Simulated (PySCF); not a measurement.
C3H2O, SMILES O=c1cc1. Geometry: B3LYP-D3(BJ)/def2-SVP.

These are B3LYP-D3(BJ)/def2-SVP in PySCF 2.14.0 values and carry that method's errors.

Harmonic wavenumbers (cm⁻¹): 477, 526, 773, 835, 852, 992, 1047, 1152, 1584, 1986, 3191, 3224. Rotational constants (GHz): 31.99, 7.782, 6.259; symmetry number 2.

Task: Work out the zero-point energy and the ideal-gas rigid-rotor harmonic-oscillator thermochemistry at 298.15 K and 1 atm.

Result: ZPE = ½ Σ hcν = ½ × 16641 cm⁻¹ = 23.79 kcal/mol. H − E(el) = 26.64 kcal/mol. Entropy in cal/(mol K): translation 37.88, rotation 21.47, vibration 2.13, total 61.48. G − E(el) = 8.30 kcal/mol. Cp = 13.32 cal/(mol K).
